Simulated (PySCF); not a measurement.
# Potential energy of GeH along the bond

Set-up: PySCF, no relativity, basis sets Ge pcseg-1, H pcseg-1. Energies in eV from Ge + H in their ground configurations at the same level. State: ²Π (doublet), unpaired electrons π ↑.

All columns are M06. A positive dipole means Ge(−)H(+).

```json
{"R (Å)": "1.379", "E (eV)": "-2.502", "μ (D)": "0.57", "Mulliken charge on Ge (basis-dependent)": "0.03", "HOMO (eV)": "-4.97", "LUMO (eV)": "-3.11", "Mayer bond order": "0.93", "⟨S²⟩": "0.75"}
{"R (Å)": "1.444", "E (eV)": "-2.760", "μ (D)": "0.38", "Mulliken charge on Ge (basis-dependent)": "0.03", "HOMO (eV)": "-4.98", "LUMO (eV)": "-3.12", "Mayer bond order": "0.93", "⟨S²⟩": "0.75"}
{"R (Å)": "1.508", "E (eV)": "-2.910", "μ (D)": "0.18", "Mulliken charge on Ge (basis-dependent)": "0.03", "HOMO (eV)": "-4.99", "LUMO (eV)": "-3.14", "Mayer bond order": "0.94", "⟨S²⟩": "0.75"}
{"R (Å)": "1.556", "E (eV)": "-2.967", "μ (D)": "0.03", "Mulliken charge on Ge (basis-dependent)": "0.03", "HOMO (eV)": "-5.00", "LUMO (eV)": "-3.16", "Mayer bond order": "0.94", "⟨S²⟩": "0.75"}
{"R (Å)": "1.604", "E (eV)": "-2.987", "μ (D)": "-0.13", "Mulliken charge on Ge (basis-dependent)": "0.03", "HOMO (eV)": "-5.02", "LUMO (eV)": "-3.18", "Mayer bond order": "0.94", "⟨S²⟩": "0.75"}
{"R (Å)": "1.652", "E (eV)": "-2.976", "μ (D)": "-0.28", "Mulliken charge on Ge (basis-dependent)": "0.04", "HOMO (eV)": "-5.04", "LUMO (eV)": "-3.20", "Mayer bond order": "0.95", "⟨S²⟩": "0.75"}
{"R (Å)": "1.716", "E (eV)": "-2.923", "μ (D)": "-0.49", "Mulliken charge on Ge (basis-dependent)": "0.05", "HOMO (eV)": "-5.07", "LUMO (eV)": "-3.23", "Mayer bond order": "0.95", "⟨S²⟩": "0.75"}
{"R (Å)": "1.796", "E (eV)": "-2.813", "μ (D)": "-0.75", "Mulliken charge on Ge (basis-dependent)": "0.06", "HOMO (eV)": "-5.11", "LUMO (eV)": "-3.27", "Mayer bond order": "0.95", "⟨S²⟩": "0.75"}
{"R (Å)": "1.893", "E (eV)": "-2.638", "μ (D)": "-1.06", "Mulliken charge on Ge (basis-dependent)": "0.08", "HOMO (eV)": "-5.16", "LUMO (eV)": "-3.33", "Mayer bond order": "0.96", "⟨S²⟩": "0.75"}
{"R (Å)": "2.021", "E (eV)": "-2.362", "μ (D)": "-1.47", "Mulliken charge on Ge (basis-dependent)": "0.11", "HOMO (eV)": "-5.24", "LUMO (eV)": "-3.41", "Mayer bond order": "0.96", "⟨S²⟩": "0.75"}
```

A fit through these points gives, at Re = 1.609 Å, μ = -0.14 D and dμ/dR = -3.20 D/Å; the reduced mass is 0.9943 u.

Q: How strong is the fundamental in the double-harmonic approximation, I = 42.26·(dμ/dR)²/μred km/mol?

A: I = 42.26·(-3.20)²/0.9943 = 435 km/mol at M06.

Spin–orbit coupling is left out. The state is the lowest determinant that a PBE0 search found; another state may lie lower at other levels.
